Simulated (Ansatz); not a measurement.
Basis-set extrapolation for C2H7BO (`CCBO`) (PBE0-D4/def2-TZVP geometry, frozen core, Ansatz). Multiplicity 1, RHF reference.

|  | def2-TZVPP | def2-QZVPP |
| --- | --- | --- |
| HF | -179.484593 | -179.493414 |
| MP2 correlation | -0.697240 | -0.745393 |
| CCSD(T) correlation | -0.761900 | not run |

Energies in hartree. Use E(X) = E(∞) + A·exp(−7.88·√X) for Hartree–Fock and E(X) = E(∞) + B·X^(−2.97) for correlation, with X = 3 and 4, and add CCSD(T) minus MP2 of the smaller set to the MP2 limit.

Problem. What is the CCSD(T) energy at the basis-set limit?

Solution. HF limit: -179.493414 + (-0.008821) × 0.13774 = -179.49463. MP2 limit: -0.745393 + (-0.048153) × 0.74074 = -0.78106. Higher-order term: -0.761900 − (-0.697240) = -0.06466. Total: -180.34035 hartree, 58.9 kcal/mol below CCSD(T)/def2-TZVPP.
